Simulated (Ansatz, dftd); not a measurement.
System: C2H7B, charge 0, singlet. C2H7B (SMILES CBC).
B3LYP-D3(BJ)/def2-TZVP minimum from Ansatz (a first-principles code):
```xyz
10

B     -0.3141    -0.4473     0.0218
H     -1.0029    -1.4283     0.0696
C      1.0814    -0.4891     0.7181
H      1.0877    -1.0545     1.6529
H      1.5466     0.4862     0.8753
H      1.7416    -1.0505     0.0382
C     -0.8605     0.8037    -0.7334
H     -1.5814     1.2786    -0.0494
H     -1.4365     0.5579    -1.6287
H     -0.1102     1.5594    -0.9750
```
Charge 0, spin multiplicity 1.

Wanted: atomisation energy (electronic, to ground-state atoms), in kJ/mol. Radicals and triplets start from unrestricted determinants; spin-orbit coupling is neglected. Correlated methods leave the cores frozen. Rows without X2C or -DK are non-relativistic. CBS(X,Y): correlation extrapolated as X^-3, Hartree-Fock from the larger set. A bracket is a step between two methods taken in the basis named. The functionals are non-relativistic, so their misses hold any scalar relativity. Double hybrids freeze cores in their MP2 part. '+ core + X2C': CCSD(T) terms for core correlation (cc-pwCVTZ) and scalar relativity (cc-pVTZ-DK). Where a partner has so few electrons that a lower coupled-cluster level is exact, that level stands in.

```json
[
 {"level": "r2SCAN-D3(BJ)/def2-TZVPD", "program": "Ansatz + dftd3", "atomisation energy (kJ/mol)": "3763.5", "difference against the last row": "12.1"},
 {"level": "r2SCAN/def2-TZVPD", "program": "Ansatz", "atomisation energy (kJ/mol)": "3759.8", "difference against the last row": "8.4"},
 {"level": "B3LYP-D3(BJ)/def2-TZVPD", "program": "Ansatz + dftd3", "atomisation energy (kJ/mol)": "3765.8", "difference against the last row": "14.4"},
 {"level": "PBE0-D3(BJ)/def2-TZVPD", "program": "Ansatz + dftd3", "atomisation energy (kJ/mol)": "3766.0", "difference against the last row": "14.6"},
 {"level": "PBE0/def2-TZVPD", "program": "Ansatz", "atomisation energy (kJ/mol)": "3754.8", "difference against the last row": "3.4"},
 {"level": "CAM-B3LYP-D4/def2-TZVPD", "program": "Ansatz + dftd4", "atomisation energy (kJ/mol)": "3774.3", "difference against the last row": "22.9"},
 {"level": "CAM-B3LYP/def2-TZVPD", "program": "Ansatz", "atomisation energy (kJ/mol)": "3764.7", "difference against the last row": "13.3"},
 {"level": "wB97X-V/def2-TZVPD", "program": "Ansatz", "atomisation energy (kJ/mol)": "3749.7", "difference against the last row": "-1.7"},
 {"level": "B2GP-PLYP-D3(BJ)/def2-TZVPD", "program": "Ansatz + dftd3", "atomisation energy (kJ/mol)": "3711.3", "difference against the last row": "-40.1"},
 {"level": "B2GP-PLYP-D4/def2-TZVPD", "program": "Ansatz + dftd4", "atomisation energy (kJ/mol)": "3709.0", "difference against the last row": "-42.4"},
 {"level": "CCSD(T)/CBS(cc-pVTZ,cc-pVQZ)", "program": "Ansatz", "atomisation energy (kJ/mol)": "3737.3", "difference against the last row": "-14.1"},
 {"level": "CCSDT(Q)/cc-pVDZ", "program": "Ansatz", "atomisation energy (kJ/mol)": "3503.6", "difference against the last row": "-247.8"},
 {"level": "CCSD(T)/CBS(cc-pVTZ,cc-pVQZ) + [CCSDT(Q) - CCSD(T)]/cc-pVDZ + core + X2C", "program": "Ansatz", "atomisation energy (kJ/mol)": "3751.4", "difference against the last row": "0.0"}
]
```
